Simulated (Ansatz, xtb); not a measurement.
## Two conformers of C2H9ClSi2

Structure I is `C[Si@H](Cl)C[SiH3]`, a singlet and structure II is `C[Si@H](Cl)C[SiH3]`, a singlet. Both are isolated molecules in the gas phase, relaxed with B3LYP-D3(BJ)/def2-SVP.

I (Å):

```yaml
atoms:
  - { symbol: C, position_ang: [0.7780, 0.3695, 0.6711] }
  - { symbol: C, position_ang: [0.8387, -1.1884, -2.0124] }
  - { symbol: Cl, position_ang: [3.6209, -0.5521, -0.5241] }
  - { symbol: Si, position_ang: [1.5870, -1.0100, -0.3020] }
  - { symbol: Si, position_ang: [1.2139, 0.2020, -3.2403] }
  - { symbol: H, position_ang: [-0.2911, 0.1509, 0.8306] }
  - { symbol: H, position_ang: [0.8598, 1.3265, 0.1329] }
  - { symbol: H, position_ang: [1.2568, 0.4855, 1.6557] }
  - { symbol: H, position_ang: [1.5164, -2.2956, 0.4463] }
  - { symbol: H, position_ang: [-0.2570, -1.2658, -1.8885] }
  - { symbol: H, position_ang: [1.1754, -2.1407, -2.4572] }
  - { symbol: H, position_ang: [0.3095, 0.0924, -4.4232] }
  - { symbol: H, position_ang: [0.9842, 1.5313, -2.6010] }
  - { symbol: H, position_ang: [2.6250, 0.1275, -3.7067] }
```

II (Å):

```yaml
atoms:
  - { symbol: C, position_ang: [0.7249, 0.9851, 0.7289] }
  - { symbol: C, position_ang: [-0.1231, -1.2215, -1.2851] }
  - { symbol: Cl, position_ang: [-2.2412, -0.2447, 0.9417] }
  - { symbol: Si, position_ang: [-0.6609, 0.2957, -0.3237] }
  - { symbol: Si, position_ang: [1.3233, -0.9731, -2.4749] }
  - { symbol: H, position_ang: [1.1149, 0.2118, 1.4098] }
  - { symbol: H, position_ang: [0.3722, 1.8323, 1.3368] }
  - { symbol: H, position_ang: [1.5558, 1.3357, 0.0946] }
  - { symbol: H, position_ang: [-1.1891, 1.3299, -1.2550] }
  - { symbol: H, position_ang: [-0.9897, -1.5950, -1.8578] }
  - { symbol: H, position_ang: [0.1455, -2.0136, -0.5642] }
  - { symbol: H, position_ang: [1.0259, 0.1365, -3.4280] }
  - { symbol: H, position_ang: [1.5854, -2.2168, -3.2560] }
  - { symbol: H, position_ang: [2.5595, -0.6178, -1.7177] }
```

**Question.** Which of the two would you expect CCSD(T)/def2-SVP + ΔMP2/def2-TZVPP electronic energies to favour?

**Answer.** Too close to call at this level: CCSD(T)/def2-SVP + ΔMP2/def2-TZVPP gives E(II) − E(I) = −0.005 eV.

The same difference at several levels:

| level | geometry | E(II) − E(I) (eV) | departure from the last row (eV) | job, with rough time for the two |
| --- | --- | --- | --- | --- |
| B3LYP-D3(BJ)/def2-SVP | B3LYP-D3(BJ)/def2-SVP | +0.014 | +0.019 | optimisation, 1.8 min |
| HF/def2-SVP | B3LYP-D3(BJ)/def2-SVP | −0.004 | +0.001 | part of the CCSD(T) run |
| MP2/def2-SVP | B3LYP-D3(BJ)/def2-SVP | +0.008 | +0.012 | part of the CCSD(T) run |
| CCSD(T)/def2-SVP | B3LYP-D3(BJ)/def2-SVP | +0.008 | +0.012 | single point |
| CCSD(T)/def2-SVP + ΔMP2/def2-TZVPP | B3LYP-D3(BJ)/def2-SVP | −0.005 |  | single point, 58 s |

The largest departure from CCSD(T)/def2-SVP + ΔMP2/def2-TZVPP is that of B3LYP-D3(BJ)/def2-SVP, 0.019 eV. Levels run at GFN2-xTB geometries aren't shown. The last row adds to CCSD(T) the change of the MP2 difference between the two basis sets, here −0.012 eV.

With harmonic frequencies from B3LYP-D3(BJ)/def2-SVP (ideal gas, rigid rotor, one conformer each, 298.15 K, 1 atm): on the last row, ΔE + ΔZPE = −0.006 eV. A mode under 50 cm⁻¹ makes harmonic enthalpies and free energies unreliable, so none is given.

The correlated steps freeze 17 core orbitals. Run with Ansatz 0.2.0; the last row on 2 threads of Arm Neoverse V1 on a shared host.
